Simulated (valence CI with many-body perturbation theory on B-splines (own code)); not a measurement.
Values are calculated unless marked as measured or tabulated.
## From CI to CI+MBPT in Au IX

Level of theory: configuration interaction combined with many-body perturbation theory (CI+MBPT): three valence electrons over a frozen Dirac-Fock core [Xe] 4f14, a basis of 9 s, 9 p, 10 d, 8 f, 5 g, 3 h, 1 i functions for each j, with the one-electron correlation potential Σ1, the two-electron term Σ2, the three-electron term Σ3, Breit, model QED; selected CI, second order for the rest, scaled by the run's own slope (own B-spline code, finite nucleus).

No measured levels were compared; by estimate terms of the open shell hold to 2 to 4 % of their energy, and close levels can change places; different configurations can be misplaced against each other by 1,000 to 8,000 cm⁻¹. Core correlation moves these levels by up to 15000 cm⁻¹, and in measured spectra 5 to 20 % of such shifts remained as error; rates that hang on mixing are uncertain with them. The list stops below the first excitations out of the core.

Each rung adds one term. CI alone is the Dirac-Coulomb CI over the frozen core; QED comes last and gives the full result, which names the levels. Energies are above (5d3/2^3) J=3/2 on the same rung, in cm⁻¹.

Levels are named by their leading jj configuration (3d3/2^4 stands for four electrons in 3d with j = 3/2), which in mixed levels can hold well under half, so a name can repeat and another be missing. Letters in brackets count levels of one name in rising energy.

```tsv
Level	CI alone	+ Σ1	+ Σ2	+ Σ3	+ Breit	Full
(5d3/2^2 5d5/2) J=5/2	11622	12371	12537	12575	12268	12315
(5d3/2^2 5d5/2) J=7/2	19402	20402	20481	20496	20091	20151
(5d3/2^2 5d5/2) J=3/2	21012	21644	21740	21870	21638	21676
(5d3/2^2 5d5/2) J=9/2	23367	24310	23980	23967	23595	23648
(5d3/2^2 5d5/2) J=1/2	24851	25608	25542	25670	25387	25433
(5d3/2 5d5/2^2) J=7/2 [a]	35782	37233	37295	37203	36630	36719
(5d3/2 5d5/2^2) J=9/2	37883	39479	39162	39210	38560	38658
(5d3/2 5d5/2^2) J=5/2 [a]	37682	38967	39119	39090	38596	38673
(5d3/2 5d5/2^2) J=3/2 [a]	42595	44194	45034	44926	44318	44416
(5d3/2 5d5/2^2) J=1/2	44344	46005	46779	47013	46388	46490
(5d3/2 5d5/2^2) J=11/2	49114	50843	49805	49825	49144	49245
(5d3/2 5d5/2^2) J=5/2 [b]	52176	53963	54416	54119	53465	53569
(5d3/2 5d5/2^2) J=5/2 [c]	57142	58567	57828	57783	57262	57348
(5d3/2 5d5/2^2) J=7/2 [b]	59536	61216	60383	60349	59722	59820
(5d5/2^3) J=9/2	58551	61008	61255	61180	60206	60357
(5d5/2^3) J=3/2	61701	64055	65928	66039	65140	65286
(5d3/2 5d5/2^2) J=3/2 [b]	84383	86424	86778	86504	85798	85914
(5d5/2^3) J=5/2	86789	89161	90621	90396	89529	89670
(5d3/2^2 6s) J=3/2	210749	213362	219489	219811	219926	220600
(5d3/2^2 6s) J=5/2	214507	217185	223488	223766	223858	224529
(5d3/2 5d5/2 6s) J=7/2 [a]	228253	231718	238282	238584	238335	239065
(5d3/2^2 6s) J=1/2	232782	235632	241626	241906	241954	242640
(5d3/2 5d5/2 6s) J=5/2 [a]	233237	236635	243263	243485	243286	243995
(5d3/2 5d5/2 6s) J=9/2	238510	242300	248764	249037	248661	249411
(5d3/2 5d5/2 6s) J=3/2 [a]	240983	244444	250542	250835	250622	251351
(5d3/2 5d5/2 6s) J=5/2 [b]	241099	244589	251010	251249	251015	251737
(5d3/2 5d5/2 6s) J=3/2 [b]	246258	249818	256293	256475	256234	256953
(5d3/2 5d5/2 6s) J=7/2 [b]	246556	250227	256378	256534	256241	256959
(5d3/2 5d5/2 6s) J=1/2	251697	255176	261360	261450	261261	261959
(5d5/2^2 6s) J=9/2	258907	263007	268791	268917	268425	269190
(5d5/2^2 6s) J=7/2	262015	266312	272486	272609	272038	272806
```

Problem. How does the ionisation energy move along the ladder, and which term matters most?

Solution. CI alone 128.55, + Σ1 130.28, + Σ2 131.18, + Σ3 131.18, + Breit 131.14, + QED 131.16 eV. The largest step is Σ1, 1.74 eV. NIST lists 130.1 ± 2.2 eV (theoretical).
